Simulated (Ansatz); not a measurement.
Cu₂H₂ (the lowest singlet isomer of a short search) was relaxed with PBE0-D4 (def2-TZVP) in Ansatz in these states: charge +1 doublet, neutral quintet, neutral singlet, neutral triplet. The geometries follow in no particular order.

A:

```
atom   x (Å)   y (Å)   z (Å)
 Cu1  -0.446   0.188  -0.485
 Cu2   1.201  -0.319   1.570
  H3  -1.507   0.915  -1.247
  H4   0.751  -0.784   0.162
```

B:

```xyz
4

Cu   -0.3684   -0.4008    1.0701
Cu    0.3684    0.4009   -1.0701
H     1.0986   -0.0411    0.3629
H    -1.0987    0.0410   -0.3629
```

C:

```xyz
4

Cu    0.569    0.575    0.522
Cu    0.621   -1.009   -1.502
H    -0.654    0.926    1.408
H    -0.536   -0.492   -0.429
```

D:

```xyz
4

Cu   -0.029   -0.359    0.507
Cu    0.034    1.085   -1.396
H    -0.571   -0.372    1.932
H     0.566   -0.354   -1.043
```

**Question.** Judge from the bond lengths which geometry belongs to which state (an estimate).

**Answer.** A is the charge +1 doublet (Cu1–Cu2 2.682 Å, Cu1–H3 1.495 Å, Cu1–H4 1.672 Å); B is the neutral triplet (Cu1–Cu2 2.401 Å, Cu1–H3 1.668 Å, Cu1–H4 1.668 Å); C is the neutral quintet (Cu1–Cu2 2.570 Å, Cu1–H3 1.550 Å, Cu1–H4 1.806 Å); D is the neutral singlet (Cu1–Cu2 2.390 Å, Cu1–H3 1.524 Å, Cu1–H4 1.661 Å).
